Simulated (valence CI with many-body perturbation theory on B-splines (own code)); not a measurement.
**E1 line list for Pd41+**

Method: valence CI with perturbative core correlation (CI+MBPT): three valence electrons over a frozen Dirac-Fock core [He], a basis of 11 s, 11 p, 10 d, 8 f, 5 g, 2 h functions for each j, with the one-electron correlation potential Σ1, the two-electron term Σ2, the three-electron term Σ3, Breit, model QED; selected CI, second order for the rest, scaled by the run's own slope (own B-spline code, finite nucleus).

The last digits are not significant, and no measured levels were compared; by estimate large intervals hold to a few tenths of a per cent, small ones and those within an open d or f shell to about a per cent.

Lines 51 to 100 of 533 in falling wavelength, among levels below 5263.9 eV, chosen from the strongest by gf and those to the six lowest levels. Wavelengths and rates use the calculated energies. Electric multipoles are in the length gauge, E1 and E2 with the static RPA response of the core. Weak lines are less certain than strong ones. Lines between different terms over intervals too small for the method are left out, as are lines whose strength nearly cancels. The highest levels of a list are the least certain.

Levels are named by their leading jj configuration (3d3/2^4 stands for four electrons in 3d with j = 3/2), which in mixed levels can hold well under half, so a name can repeat and another be missing. Letters in brackets count levels of one name in rising energy.

```
λ vac (Å)                          Upper                          Lower   A (s⁻¹)  log gf  Branch %
    260.5          (2p3/2^2 3d5/2) J=9/2          (2p3/2^2 3p3/2) J=7/2  2.67e+09   -0.57       0.4
    257.3         (2s 2p1/2 3d5/2) J=7/2         (2s 2p1/2 3p3/2) J=5/2  2.56e+09   -0.69       0.0
    255.3  (2p1/2 2p3/2 3d5/2) J=7/2 [a]  (2p1/2 2p3/2 3p3/2) J=5/2 [a]  1.90e+09   -0.83       0.0
    254.2          (2p1/2^2 3d5/2) J=5/2          (2p1/2^2 3p3/2) J=3/2  2.82e+09   -0.79       0.0
    252.4  (2p1/2 2p3/2 3d5/2) J=7/2 [b]  (2p1/2 2p3/2 3p3/2) J=5/2 [b]  2.61e+09   -0.70       0.0
    251.2      (2p3/2^2 3d5/2) J=5/2 [b]      (2p3/2^2 3p3/2) J=3/2 [b]  2.90e+09   -0.78       0.0
    242.3     (2s 2p1/2 3d5/2) J=5/2 [a]     (2s 2p1/2 3p3/2) J=3/2 [a]  2.22e+09   -0.93       0.0
    232.9     (2s 2p3/2 3d5/2) J=7/2 [b]     (2s 2p3/2 3p3/2) J=5/2 [b]  2.82e+09   -0.74       0.0
    227.9     (2s 2p1/2 3d5/2) J=5/2 [b]     (2s 2p1/2 3p3/2) J=3/2 [b]  2.42e+09   -0.95       0.0
    220.8     (2s 2p3/2 3d5/2) J=7/2 [a]     (2s 2p3/2 3p3/2) J=5/2 [a]  3.04e+09   -0.75       0.0
    214.7             (2s^2 3d5/2) J=5/2             (2s^2 3p3/2) J=3/2  3.05e+09   -0.90       0.0
    157.0          (2p3/2^2 3p3/2) J=5/2             (2p3/2^2 3s) J=3/2  7.25e+09   -0.79       0.0
    155.7      (2p1/2 2p3/2 3d3/2) J=7/2      (2p1/2 2p3/2 3p1/2) J=5/2  7.13e+09   -0.68       0.2
    154.8     (2s 2p3/2 3p3/2) J=3/2 [a]        (2s 2p3/2 3s) J=3/2 [a]  8.52e+09   -0.91       0.0
    150.7      (2p1/2 2p3/2 3p3/2) J=7/2         (2p1/2 2p3/2 3s) J=5/2  1.92e+10   -0.28       0.0
    148.5         (2s 2p3/2 3d3/2) J=7/2         (2s 2p3/2 3p1/2) J=5/2  8.29e+09   -0.66       0.0
    147.7          (2p3/2^2 3d5/2) J=7/2          (2p3/2^2 3p1/2) J=5/2  4.77e+09   -0.90       0.0
    147.3      (2p3/2^2 3d3/2) J=3/2 [b]          (2p3/2^2 3p1/2) J=1/2  9.72e+09   -0.90       0.0
    147.2         (2s 2p1/2 3d3/2) J=5/2         (2s 2p1/2 3p1/2) J=3/2  9.02e+09   -0.75       0.0
    147.2      (2p3/2^2 3d3/2) J=3/2 [a]          (2p3/2^2 3p1/2) J=3/2  9.32e+09   -0.92       0.0
    146.8  (2p1/2 2p3/2 3d3/2) J=5/2 [a]  (2p1/2 2p3/2 3p1/2) J=3/2 [a]  7.99e+09   -0.81       0.0
    145.9          (2p3/2^2 3p3/2) J=5/2             (2p3/2^2 3s) J=5/2  8.47e+09   -0.79       0.0
    145.3          (2p1/2^2 3d3/2) J=3/2          (2p1/2^2 3p1/2) J=1/2  1.29e+10   -0.79       0.0
    145.0          (2p3/2^2 3p3/2) J=7/2             (2p3/2^2 3s) J=5/2  1.88e+10   -0.32       0.0
    144.3          (2p3/2^2 3d3/2) J=7/2          (2p3/2^2 3p1/2) J=5/2  7.94e+09   -0.70       0.0
    144.1     (2s 2p3/2 3p3/2) J=5/2 [b]        (2s 2p3/2 3s) J=3/2 [b]  9.23e+09   -0.76       0.0
    142.8     (2s 2p1/2 3d3/2) J=3/2 [a]     (2s 2p1/2 3p1/2) J=1/2 [a]  1.15e+10   -0.85       0.0
    142.2     (2s 2p1/2 3p3/2) J=3/2 [b]        (2s 2p1/2 3s) J=1/2 [b]  1.05e+10   -0.90       0.0
    137.9  (2p1/2 2p3/2 3p3/2) J=5/2 [a]     (2p1/2 2p3/2 3s) J=3/2 [a]  1.66e+10   -0.55       0.0
    137.4         (2s 2p3/2 3p3/2) J=7/2            (2s 2p3/2 3s) J=5/2  1.70e+10   -0.41       9.0
    136.3          (2p1/2^2 3p3/2) J=3/2             (2p1/2^2 3s) J=1/2  2.50e+10   -0.55       0.0
    135.2      (2p3/2^2 3p3/2) J=3/2 [b]             (2p3/2^2 3s) J=1/2  2.23e+10   -0.61       0.0
    134.7     (2s 2p3/2 3p3/2) J=5/2 [a]        (2s 2p3/2 3s) J=3/2 [a]  1.06e+10   -0.76       0.0
    134.5  (2p1/2 2p3/2 3p3/2) J=5/2 [b]     (2p1/2 2p3/2 3s) J=3/2 [b]  1.63e+10   -0.58       0.0
    134.2             (2s^2 3p3/2) J=3/2                (2s^2 3s) J=1/2  1.13e+10   -0.91       0.1
    132.6         (2s 2p1/2 3p3/2) J=5/2            (2s 2p1/2 3s) J=3/2  2.20e+10   -0.46       0.6
    129.3      (2p1/2 2p3/2 3p1/2) J=5/2     (2s 2p3/2 3p1/2) J=3/2 [b]  1.07e+10   -0.79       0.0
    127.3  (2p1/2 2p3/2 3p3/2) J=5/2 [b]         (2p1/2 2p3/2 3s) J=5/2  8.74e+09   -0.90       0.0
    125.8     (2s 2p1/2 3p3/2) J=3/2 [a]        (2s 2p1/2 3s) J=1/2 [a]  2.49e+10   -0.63       0.1
    122.5  (2p1/2 2p3/2 3p3/2) J=3/2 [b]     (2s 2p3/2 3p3/2) J=3/2 [b]  1.58e+10   -0.85       0.0
    117.3     (2s 2p3/2 3p3/2) J=5/2 [a]            (2s 2p3/2 3s) J=5/2  1.11e+10   -0.86       0.0
    115.9         (2p1/2 2p3/2 3s) J=5/2        (2s 2p3/2 3s) J=3/2 [b]  1.56e+10   -0.72       0.1
    113.2      (2p3/2^2 3p3/2) J=3/2 [a]             (2p3/2^2 3s) J=3/2  3.39e+10   -0.58       0.1
    112.0            (2s 2p1/2 3s) J=3/2                (2s^2 3s) J=1/2  1.86e+10   -0.85       0.1
    108.3     (2p1/2 2p3/2 3s) J=3/2 [b]            (2s 2p3/2 3s) J=1/2  1.66e+10   -0.93       0.0
    106.3         (2s 2p1/2 2p3/2) J=5/2             (2s^2 2p3/2) J=3/2  2.63e+09   -1.57     100.0
    87.90          (2p1/2^2 2p3/2) J=3/2     (2s 2p1/2 2p3/2) J=3/2 [b]  6.03e+09   -1.55       2.9
    86.98          (2p1/2^2 4f7/2) J=7/2         (2s 2p1/2 4f7/2) J=9/2  1.33e+10   -0.92       0.0
    82.76          (2p1/2^2 3d5/2) J=5/2         (2s 2p1/2 3d5/2) J=7/2  1.84e+10   -0.95       0.0
    67.68          (2p1/2^2 2p3/2) J=3/2         (2s 2p1/2 2p3/2) J=5/2  3.48e+10   -1.02      16.5
```
